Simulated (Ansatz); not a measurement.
Ansatz (a program for electronic structure) input:

Ansatz 0.2 input:
```yaml
crystal:
  periodic: [false, false, false]
  atoms:
    - {symbol: In, position_ang: [0.62818922, 0.31002131, 0.21494592]}
    - {symbol: Br, position_ang: [-0.77838622, 1.45236822, -1.56851971]}
    - {symbol: Br, position_ang: [-0.10107869, -1.88639804, 1.26759542]}
basis:
  gaussian:
    orbitals: STO-3G
hamiltonian:
  xc: {name: PBE0}
magnetization: {spin_polarized: true, initial_magnetization: 1}
```

Which total energy does the run end on?

-10776.24454 Eh (PBE0/STO-3G). The basis has 63 functions.

It need not be the lowest isomer of its formula.
